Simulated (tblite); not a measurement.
C5H10BFS2.
Atom-mapped SMILES: `[CH3:1][B:2]1[S:3][CH2:4][CH:5]([CH2:6][F:7])[CH2:8][S:9]1` (hydrogens: H10, H11, H12 on C1; H13, H14 on C4; H15 on C5; H16, H17 on C6; H18, H19 on C8)

Computed with GFN2-xTB (tblite), gas phase: L-BFGS steps from a force-field or distance-geometry start until the largest atomic force falls under 0.01 eV/Å.

Geometry at step 19:
```
atom  x, y, z in Å
C1      3.3817    0.3741   -0.4802
B2      1.8538    0.1730   -0.8737
S3      0.7837    1.6140   -1.1556
C4     -0.7732    1.1658   -0.2693
C5     -1.3889   -0.2201   -0.4313
C6     -2.5677   -0.2405    0.5735
F7     -2.0530   -0.0086    1.8321
C8     -0.4437   -1.3067    0.0677
S9      1.1952   -1.5200   -0.7364
H10     4.1479   -0.2888   -0.8928
H11     3.7685    1.3926   -0.4996
H12     3.3366    0.1238    0.5864
H13    -1.4845    1.9336   -0.5596
H14    -0.5191    1.3130    0.7809
H15    -1.7681   -0.4118   -1.4493
H16    -3.0679   -1.2195    0.6006
H17    -3.2897    0.5589    0.3553
H18    -0.8911   -2.2893   -0.0296
H19    -0.2305   -1.1342    1.1264
```

Task: Give the atomic forces at this geometry.

Result: 
```csv
atom,Fx (eV/Å),Fy (eV/Å),Fz (eV/Å)
C1,-0.027,-0.032,0.243
B2,0.133,0.044,0.136
S3,0.083,-0.407,0.126
C4,0.127,0.106,-0.100
C5,-0.006,0.005,0.299
C6,0.107,-0.011,-0.248
F7,-0.487,-0.047,-0.104
C8,0.133,-0.101,-0.086
S9,0.076,0.352,-0.045
H10,-0.380,0.076,-0.128
H11,-0.178,-0.024,-0.353
H12,0.184,-0.054,0.065
H13,-0.054,0.081,-0.114
H14,-0.028,0.033,0.016
H15,0.256,0.087,0.314
H16,0.091,0.192,0.018
H17,0.089,-0.139,0.124
H18,-0.188,-0.151,-0.045
H19,0.069,-0.011,-0.117
```

The largest, 0.50 eV/Å, acts on F7; the rms over all components is 0.169 eV/Å. The forces sum to zero within rounding, as they must for an isolated molecule in no field.

Task: Give the force on F7 in Eh/bohr and in nN.

Result: 0.500 eV/Å ÷ 51.422 = 0.00973 Eh/bohr, and 0.500 eV/Å × 1.602 = 0.80 nN.

Task: How far is this geometry from the end of the optimisation?

Result: 0.552 eV above it, and 0.677 Å rms away after alignment. The bonds farthest from their final lengths, with half the difference of the two atoms' forces along the bond (positive lengthens):

| bond | now (Å) | final (Å) | force along bond (eV/Å) |
| --- | --- | --- | --- |
| B2–S9 | 1.822 | 1.789 | -0.14 |
| B2–S3 | 1.817 | 1.789 | -0.16 |
| C5–C6 | 1.549 | 1.532 | -0.22 |
| S3–C4 | 1.847 | 1.837 | -0.14 |
| C6–F7 | 1.379 | 1.372 | -0.05 |
| C5–H15 | 1.103 | 1.096 | -0.06 |

The angle farthest from its final value is B2–C1–H12, 99.9° against 110.2°.

Of the 4 listed bonds off by 0.010 Å or more, this force points towards the final length in 4.

What follows is the cost of the whole relaxation. Time: 1.5 s of wall time. Hardware: one thread, Arm Neoverse N1 (aarch64), shared host.
